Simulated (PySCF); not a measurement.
Job file and geometry (Å, from GFN2-xTB) of an NMR shielding run on `N#CCPC(F)=C(F)F`, C4H3F3NP, PySCF 2.14.0, density-fitted response routines, GIAO PBE0/pcSseg-1 NMR shielding, non-relativistic, gas phase; density fitting, a coarse starting grid and PySCF grid level 2 are the driver's defaults:

```
$ OMP_NUM_THREADS=1 python probes_run.py task.json out

{"job": {"kind": "nmr", "xc": "PBE0", "basis": "pcSseg-1"}, "charge": 0, "multiplicity": 1}
N     -1.555835    -1.103864     1.675550
C     -1.627706    -0.556295     0.674750
C     -1.663439     0.157661    -0.568630
P     -0.131357     1.230852    -0.759876
C      1.088835    -0.115648    -0.502206
F      1.048968    -1.075048    -1.448072
C      2.039885    -0.155219     0.424462
F      2.140921     0.769556     1.370498
F      2.977777    -1.073986     0.556948
H     -2.544067     0.805043    -0.610547
H     -1.698831    -0.543585    -1.409000
H     -0.073954     1.659848     0.570097
```

Task: Write the output of this run.

Result: 
```
coarse grid: 12152 points
cycle   1  E = -848.8788928221  dE =  1.436e+00  |g| = 8.088e-01  |ddm| = 3.397e+00
cycle   2  E = -848.6333172305  dE =  2.456e-01  |g| = 1.410e+00  |ddm| = 1.574e+00
cycle   3  E = -848.9938161383  dE = -3.605e-01  |g| = 2.012e-01  |ddm| = 1.081e+00
cycle   4  E = -848.9999783898  dE = -6.162e-03  |g| = 1.055e-01  |ddm| = 1.807e-01
cycle   5  E = -849.0022457549  dE = -2.267e-03  |g| = 1.838e-02  |ddm| = 8.495e-02
cycle   6  E = -849.0023067323  dE = -6.098e-05  |g| = 6.574e-03  |ddm| = 2.165e-02
cycle   7  E = -849.0023135450  dE = -6.813e-06  |g| = 1.723e-03  |ddm| = 5.725e-03
final grid: 118680 points
cycle   8  E = -849.0725278488  dE = -3.419e-05  |g| = 6.871e-03  |ddm| = 2.488e-02
cycle   9  E = -849.0725194728  dE =  8.376e-06  |g| = 9.837e-03  |ddm| = 1.290e-02
cycle  10  E = -849.0725377055  dE = -1.823e-05  |g| = 9.525e-04  |ddm| = 7.657e-03
cycle  11  E = -849.0725378690  dE = -1.636e-07  |g| = 3.464e-04  |ddm| = 9.926e-04
cycle  12  E = -849.0725378884  dE = -1.931e-08  |g| = 2.095e-04  |ddm| = 3.947e-04
cycle  13  E = -849.0725378970  dE = -8.605e-09  |g| = 4.313e-05  |ddm| = 1.579e-04
cycle  14  E = -849.0725378973  dE = -3.674e-10  |g| = 1.436e-05  |ddm| = 4.121e-05
converged SCF energy = -849.0725378973

GIAO shielding tensors (ppm)
atom      isotropic    diamagn.    paramagn.     s11        s22        s33       span
  0 N      -37.222     340.225    -377.447   -210.587   -181.708    280.630    491.217
  1 C       65.360     262.068    -196.708    -55.055    -41.532    292.667    347.722
  2 C      178.110     255.187     -77.077    165.228    177.476    191.628     26.400
  3 P      402.812     965.503    -562.691    330.526    397.622    480.287    149.761
  4 C       52.549     256.928    -204.378     14.893     60.340     82.414     67.520
  5 F      378.651     473.261     -94.611    295.939    384.616    455.397    159.458
  6 C       16.625     250.702    -234.077    -58.918     50.989     57.806    116.724
  7 F      280.824     474.678    -193.854    239.070    281.507    321.895     82.825
  8 F      256.261     470.519    -214.258    202.521    276.417    289.844     87.323
  9 H       29.422      27.895       1.527     23.940     27.302     37.024     13.084
 10 H       29.111      29.454      -0.342     25.453     26.723     35.157      9.704
 11 H       27.073      30.582      -3.510     23.537     26.334     31.347      7.811
```

Size and cost of the density-fitted run: 175 basis functions, 19 s wall time on 1 thread of an Arm Neoverse V2, shared host; peak memory 0.78 GiB.
